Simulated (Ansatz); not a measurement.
The first iterations of a band of CHBrSi (4 atoms, charge 0, multiplicity 1).

Method: UKS B3LYP/def2-SVP (Ansatz 0.2.0).

```json
{"movable images": "5", "climbing image": "yes", "spring": "5.0 eV/Å²", "optimiser": "quadratic models (default)", "start path": "through a guess of the saddle point", "force threshold": "0.03 eV/Å", "iteration limit": "60", "end points": "relaxed"}
```

Initial state:

```xyz
4
Properties=species:S:1:pos:R:3
Si -0.550 1.084 -0.218
C 0.383 -0.232 0.296
Br 1.588 -1.245 1.159
H -1.422 0.392 -1.238
```

Final state:

```xyz
4
Properties=species:S:1:pos:R:3
Si 0.019 1.568 0.455
C -0.274 0.023 -0.252
Br 1.089 -0.999 0.754
H -0.835 -0.591 -0.957
```

| iteration | highest image above the first end (eV) | largest band force component (eV/Å) |
| --- | --- | --- |
| 1 | 2.632 | 4.320 |
| 2 | 0.835 | 4.017 |
| 3 | 0.025 | 2.475 |

Task: Does the band converge within its limit, and where does its top end?

Result: The run converged. It ended after 10 iterations with the highest image 0.007 eV above the first end. The top lies less than 8 meV above the higher end, about what the thresholds resolve: that end is a shoulder or a very shallow well. A vibrational analysis at the climbing image gives one clearly imaginary mode, 223i cm⁻¹: a first-order saddle point. The orbitals stay closed-shell, which can raise the energy where a bond breaks towards radicals; this wasn't checked here.

Run time: 110 s on 2 threads of Arm Neoverse V1, on a shared host, peak memory 0.2 GiB.
